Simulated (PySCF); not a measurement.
Cartesian coordinates (Å):
```xyz
5

S      1.4048    -0.4983     0.5687
Al     0.0689     0.6628    -0.7333
S     -2.0861     0.3640    -0.4323
H      2.5308    -0.0026     0.0373
H     -1.9185    -0.5258     0.5595
```
Charge 0, spin multiplicity 2.

Task: Predict the total energy, dipole moment and highest occupied spin orbital from PBE-D3(BJ)/def2-TZVP // CAM-B3LYP-D3(BJ)/def2-TZVP in PySCF.

Result: 
```
Quantity                               Value
-----------------------------  -------------
total energy                   -1039.6254 Ha
dipole moment                         1.14 D
highest occupied spin orbital       -5.12 eV
```
